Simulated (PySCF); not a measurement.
# $^{31}$P chemical shifts

PySCF 2.14.0 with density-fitted response routines calculation with σ from GIAO-PBE0/pcSseg-1 and coordinates at the GFN2-xTB level; a single conformation, no solvent model, one averaged value for each set of equivalent atoms, relativity neglected.

Shieldings were converted by a linear fit to measured shifts: $^{31}$P (scatter 18.1 ppm rms vs H3PO4, solution or neat liquid). Occasional misses reach two or three times the rms, and more in compound classes unlike the fitted ones.

Problem. Give the $^{31}$P shifts of `C=CC[P@](=C)(C)P`.

Solution. 
| compound | environment | δ (ppm) |
| --- | --- | --- |
| [CH2:1]=[CH:2][CH2:3][P@:4](=[CH2:5])([CH3:6])[PH2:7] | P4: phosphorus bonded to 3 C, P | -10.3 |
| [CH2:1]=[CH:2][CH2:3][P@:4](=[CH2:5])([CH3:6])[PH2:7] | P7: phosphorus bonded to P, 2 H | -111.8 |

Problem. Match the shifts 10.8, -5.6, -120.4, -223.1, -239.7 ppm to `C[Si@@](P)(C[SiH3])C[SiH2]F`, `C[Si@@H](P)[SiH2]CCl`, `C=[P@@](C)(CC)C(C)C`, `C=[P@](C)(CC)CCC`, `C=C[P@TB19](C)(C)(C)CC`.

Solution. 10.8: C=[P@@](C)(CC)C(C)C (phosphorus bonded to 4 C); -5.6: C=[P@](C)(CC)CCC (phosphorus bonded to 4 C); -120.4: C=C[P@TB19](C)(C)(C)CC (phosphorus bonded to 5 C); -223.1: C[Si@@](P)(C[SiH3])C[SiH2]F (phosphorus bonded to Si, 2 H); -239.7: C[Si@@H](P)[SiH2]CCl (phosphorus bonded to Si, 2 H).
